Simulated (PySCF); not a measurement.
## Spin-rotation constants: `COCC(=O)Br`, C$_{3}$H$_{5}$BrO$_{2}$

Cartesian coordinates in Å; atom numbers follow the order of the lines, from 1:
```xyz
11

C     1.527   -0.293    0.451
O     0.399   -1.065    0.090
C    -0.591   -0.369   -0.596
C    -1.350    0.608    0.257
O    -1.210    0.916    1.383
Br   -2.770    1.467   -0.817
H     2.253   -0.996    0.851
H     1.951    0.213   -0.424
H     1.283    0.449    1.215
H    -0.188    0.187   -1.461
H    -1.299   -1.114   -0.975
```

Method used: PySCF 2.14.0, GIAO B3LYP/pcSseg-1 magnetisability, rotational g tensor and spin-rotation constants, non-relativistic, gas phase. Geometry: GFN2-xTB.

The calculation is non-relativistic, which matters for the atoms heavier than Zn.

(1) Give the nuclear spin-rotation constants along the inertial axes (H = +C I·J) beside the isotropic shieldings.

(2) How do the rotational constants and the g tensor change when H7, H8, H9, H10, H11 are replaced by deuterium?

Answers

(1) Rotational constants 6.7259, 1.0167, 0.9330 GHz. A star marks the isotopologue with that one atom substituted, in its own axes.
| atom | isotope | Caa (kHz) | Cbb (kHz) | Ccc (kHz) | mean (kHz) | σ (ppm) |
| --- | --- | --- | --- | --- | --- | --- |
| Br6 | 79Br | 3.673 | 3.680 | 2.601 | 3.318 | 1606.3 |
| H7 | 1H | 0.342 | -0.109 | -0.093 | 0.046 | 27.9 |
| H8 | 1H | -0.654 | -0.071 | -0.005 | -0.243 | 28.8 |
| H9 | 1H | -0.490 | 0.029 | -0.100 | -0.187 | 27.7 |
| H10 | 1H | -0.771 | -0.053 | 0.005 | -0.273 | 27.5 |
| H11 | 1H | -0.731 | -0.030 | -0.009 | -0.256 | 26.8 |
| C1 | 13C* | 1.506 | 0.238 | 0.169 | 0.637 | 119.8 |
| O2 | 17O* | -0.546 | -0.082 | -0.103 | -0.244 | 285.3 |
| C3 | 13C* | 1.195 | 0.302 | 0.254 | 0.584 | 96.9 |
| C4 | 13C* | 3.844 | 0.339 | 0.310 | 1.498 | -10.4 |
| O5 | 17O* | -4.129 | -0.908 | -0.129 | -1.722 | -277.3 |

For the geometry as given, no vibrational averaging.

(2) Constants 5.9276, 0.9367, 0.8640 GHz; g -0.0477, -0.0126, -0.0084, against -0.0536, -0.0137, -0.0090 before.
